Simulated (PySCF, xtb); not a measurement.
C₆H₈, SMILES C#C[C@@H]1C[C@@H]1C.

Harmonic wavenumbers (cm⁻¹) from GFN2-xTB (xtb) at its own minimum, in rising order: 129, 154, 186, 299, 353, 456, 511, 652, 662, 814, 845, 871, 937, 982, 1053, 1067, 1077, 1111, 1118, 1170, 1226, 1323, 1396, 1417, 1469, 1490, 1498, 2284, 3015, 3021, 3024, 3035, 3048, 3087, 3102, 3400.

Q: What does PBE-D3(BJ)/def2-SVP (PySCF) give at its own minimum? (The exact figures need the calculation; the answer reports its results.)

A: 138, 169, 215, 319, 361, 506, 561, 599, 652, 753, 776, 820, 890, 921, 1001, 1013, 1049, 1084, 1089, 1149, 1193, 1310, 1338, 1368, 1406, 1414, 1437, 2159, 2971, 3054, 3063, 3065, 3072, 3082, 3163, 3410. Paired by order, the mean absolute difference is 41 cm⁻¹ and the zero-point energies are 73.3 and 72.3 kcal/mol.
